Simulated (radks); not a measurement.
The numbers below are computed, except where a source is named.
Excited configurations of Ru+: one electron is placed in a higher orbital outside [Kr] 4d6. The ground configuration is [Kr] 4d7. Level of theory: scalar-relativistic Kohn-Sham, LDA (Slater exchange, Perdew-Wang correlation), spin-polarised, spherical densities, finite nucleus; open shells are filled with parallel spins first (spin-orbit coupling, left out, can overturn this in heavy ions); Fermi nuclear charge, rms radius 4.4809 fm (a radial shooting solver on a logarithmic mesh with Libxc functionals). Excitation = E - E(ground); binding = E(ion) - E, where the ion is the core of charge +2; n* = 2/sqrt(2 binding) in atomic units, and the quantum defect is n - n*.

outer orbital  excitation (eV)  binding (eV)  quantum defect  eigenvalue (eV)  <r> (bohr)
4f                      13.510         3.624           0.125           -2.589       8.257
5s                       0.794        16.339           3.175          -12.775       2.862
5p                       5.921        11.213           2.797           -8.406       3.543
5d                      11.333         5.801           1.937           -4.269       5.823
5f                      14.688         2.446           0.283           -1.863       14.17
6p                      11.856         5.278           2.789           -4.168       7.687
6f                      15.392         1.742           0.410           -1.371       21.51
7s                      13.395         3.739           3.185           -3.022       11.40
7p                      13.998         3.136           2.834           -2.525       13.18
7d                      14.882         2.252           2.084           -1.801       17.64
7f                      15.838         1.296           0.520           -1.042       30.28

The Delta-SCF ionisation energy is 17.134 eV (NIST Atomic Spectra Database: 16.8 eV, semi-empirical). Self-interaction in the functional shifts the binding energies and quantum defects, so they are the method's values and not measured ones. Open shells are spherical and high-spin; term and fine-structure splittings are not resolved.
